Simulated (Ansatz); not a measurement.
A structure relaxed at PBE-D4/def2-SVPD in Ansatz, charge -1, singlet:

| atom | x (Å) | y (Å) | z (Å) |
| --- | --- | --- | --- |
| Ag1 | 0.784 | 0.756 | -1.290 |
| Ag2 | -0.155 | 0.806 | 1.476 |
| Ag3 | -0.417 | -1.632 | -0.113 |
| Cl4 | -0.616 | -1.496 | 2.402 |
| Cl5 | 0.957 | -1.579 | -2.231 |
| Cl6 | 1.384 | 2.509 | 0.425 |
| Cl7 | -1.937 | 0.637 | -0.669 |

Problem. Give its formula and point group.

Solution. Ag3Cl4⁻. Point group C3v (tolerance 0.1 Å).

Problem. Summarise the bond lengths by kind (pairs closer than 1.2 times the sum of covalent radii, bridged metal pairs left out).

Solution. 9 × Ag–Cl 2.52 to 2.79 Å.

In the def2 sets Ag takes a core potential; there is no spin–orbit coupling. The relaxation made no stability test and no search for a lower SCF solution. No other spin state of charge -1 was run. Another isomer (singlet) lies 0.18 eV lower at PBE0-D4/def2-TZVPD; other spin states weren't run for this one.
